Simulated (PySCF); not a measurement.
**Electric field gradients and quadrupole coupling constants**

Compound: [NbOCl4]- (charge -1 and singlet state).
Z-matrix (Å and degrees, PBE0-D3(BJ)/def2-SVP geometry), rows numbered from 1:
```
Nb
O   1  1.6815
Cl  1  2.3897  2  103.98
Cl  1  2.3894  2  104.04  3   -90.04
Cl  1  2.3900  2  104.01  3   179.94
Cl  1  2.3898  2  104.10  3    89.98
```

Field gradients from the PBE0/pcSseg-1 (def2-TZVP on Nb) density (PySCF, non-relativistic but for the core potentials past Kr), principal values in atomic units, ordered |Vxx| ≤ |Vyy| ≤ |Vzz|:

| atom | Vxx | Vyy | Vzz |
| --- | --- | --- | --- |
| O2 | 0.1395 | 0.1400 | -0.2795 |
| Cl3 | -0.5472 | -0.6035 | 1.1507 |
| Cl4 | -0.5467 | -0.6038 | 1.1504 |
| Cl5 | -0.5465 | -0.6051 | 1.1516 |
| Cl6 | -0.5450 | -0.6076 | 1.1525 |

Question: Find the asymmetry η = (Vxx − Vyy)/Vzz and the couplings χ = eQV/h (234.96 MHz × Q in barn × V in au), with Q(17O) = −0.0256 b, Q(35Cl) = −0.0817 b.

Answer: 
| atom | environment | nucleus | η | χzz (MHz) | χxx (MHz) | χyy (MHz) |
| --- | --- | --- | --- | --- | --- | --- |
| O2 | oxygen bonded to Nb | 17O | 0.00 | 1.681 | -0.839 | -0.842 |
| Cl3 | chlorine bonded to Nb | 35Cl | 0.05 | -22.09 | 10.50 | 11.58 |
| Cl4 | chlorine bonded to Nb | 35Cl | 0.05 | -22.08 | 10.49 | 11.59 |
| Cl5 | chlorine bonded to Nb | 35Cl | 0.05 | -22.11 | 10.49 | 11.62 |
| Cl6 | chlorine bonded to Nb | 35Cl | 0.05 | -22.13 | 10.46 | 11.66 |

The gradient is axial or nearly so (η below 0.05) at O2. The tensor is traceless: Vxx + Vyy + Vzz = 0.

Question: What is Vzz at Cl3 in SI units (1 au = 9.71736 × 10²¹ V/m²)?

Answer: 1.1507 au = 11.181 × 10²¹ V/m².

Geometry: PBE0-D3(BJ)/def2-SVP; no solvent, vibrations or thermal averaging. Atoms past krypton carry effective core potentials; spin–orbit coupling is left out. The pcSseg-1 basis has no diffuse functions, a weakness for an anion. The small basis limits the accuracy of the gradients.

The run behind these numbers computed NMR shieldings as well. Time: 25 s of wall time. Hardware: one thread, x86-64 server, shared host.
